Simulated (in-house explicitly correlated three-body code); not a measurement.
Values are calculated unless marked as measured or tabulated.
**Two electrons around a charge Z: errors of exchange and correlation functionals on the exact density**

The exact non-relativistic ground state comes from a variational code in 260 exponentially correlated functions, the Kohn-Sham parts from inverting its density (past Z = 6 the correlation energy is taken as exact minus Hartree-Fock, equal to within microhartrees), and self-consistent runs (Hartree-Fock is restricted) from a B-spline radial code. Z may be fractional; the second electron is bound down to Z = 0.911.

Each entry is functional minus exact.

```json
{"Z": "0.915", "revTPSS x (mEh)": "-18.89", "revTPSS c (mEh)": "+16.38", "AM05 x (mEh)": "+14.74", "AM05 c (mEh)": "-6.48", "BP86 x (mEh)": "-24.24", "BP86 c (mEh)": "+13.88"}
{"Z": "1.125", "revTPSS x (mEh)": "-7.62", "revTPSS c (mEh)": "+1.69", "AM05 x (mEh)": "+43.34", "AM05 c (mEh)": "-28.40", "BP86 x (mEh)": "-9.75", "BP86 c (mEh)": "-0.02"}
{"Z": "1.32", "revTPSS x (mEh)": "-5.90", "revTPSS c (mEh)": "-1.05", "AM05 x (mEh)": "+59.03", "AM05 c (mEh)": "-36.84", "BP86 x (mEh)": "-6.39", "BP86 c (mEh)": "-1.68"}
{"Z": "1.58", "revTPSS x (mEh)": "-4.94", "revTPSS c (mEh)": "-2.70", "AM05 x (mEh)": "+78.20", "AM05 c (mEh)": "-45.22", "BP86 x (mEh)": "-3.62", "BP86 c (mEh)": "-1.98"}
{"Z": "1.86", "revTPSS x (mEh)": "-4.43", "revTPSS c (mEh)": "-3.62", "AM05 x (mEh)": "+98.16", "AM05 c (mEh)": "-52.51", "BP86 x (mEh)": "-1.35", "BP86 c (mEh)": "-1.75"}
{"Z": "2.18", "revTPSS x (mEh)": "?", "revTPSS c (mEh)": "?", "AM05 x (mEh)": "?", "AM05 c (mEh)": "?", "BP86 x (mEh)": "?", "BP86 c (mEh)": "?"}
{"Z": "2.6", "revTPSS x (mEh)": "-3.83", "revTPSS c (mEh)": "-4.66", "AM05 x (mEh)": "+149.9", "AM05 c (mEh)": "-67.36", "BP86 x (mEh)": "+3.58", "BP86 c (mEh)": "-1.44"}
{"Z": "3", "revTPSS x (mEh)": "-3.67", "revTPSS c (mEh)": "-4.90", "AM05 x (mEh)": "+177.7", "AM05 c (mEh)": "-73.77", "BP86 x (mEh)": "+6.00", "BP86 c (mEh)": "-1.83"}
{"Z": "3.6", "revTPSS x (mEh)": "?", "revTPSS c (mEh)": "?", "AM05 x (mEh)": "?", "AM05 c (mEh)": "?", "BP86 x (mEh)": "?", "BP86 c (mEh)": "?"}
{"Z": "4.2", "revTPSS x (mEh)": "-3.41", "revTPSS c (mEh)": "-5.22", "AM05 x (mEh)": "+260.7", "AM05 c (mEh)": "-89.11", "BP86 x (mEh)": "+12.96", "BP86 c (mEh)": "-5.08"}
{"Z": "5.3", "revTPSS x (mEh)": "-3.29", "revTPSS c (mEh)": "-5.30", "AM05 x (mEh)": "+336.6", "AM05 c (mEh)": "-99.94", "BP86 x (mEh)": "+19.17", "BP86 c (mEh)": "-9.92"}
{"Z": "5.9", "revTPSS x (mEh)": "-3.24", "revTPSS c (mEh)": "-5.31", "AM05 x (mEh)": "+377.9", "AM05 c (mEh)": "-105.0", "BP86 x (mEh)": "+22.53", "BP86 c (mEh)": "-13.03"}
```

Q: What belongs in the row Z = 3.6?

A: revTPSS x (mEh): -3.51; revTPSS c (mEh): -5.11; AM05 x (mEh): +219.2; AM05 c (mEh): -82.03; BP86 x (mEh): +9.52; BP86 c (mEh): -3.12.

Q: What belongs in the row Z = 2.18?

A: revTPSS x (mEh): -4.09; revTPSS c (mEh): -4.21; AM05 x (mEh): +120.6; AM05 c (mEh): -59.54; BP86 x (mEh): +0.89; BP86 c (mEh): -1.47.

Q: How do the exchange errors scale with Z?

A: revTPSS +6.22 % in the size of E_x at Z = 0.915 and +0.09 % at 5.9; AM05 -4.85 % in the size of E_x at Z = 0.915 and -10.91 % at 5.9; BP86 +7.97 % in the size of E_x at Z = 0.915 and -0.65 % at 5.9. Exchange scales linearly under uniform scaling of the density, so its relative error changes only with the density's shape.
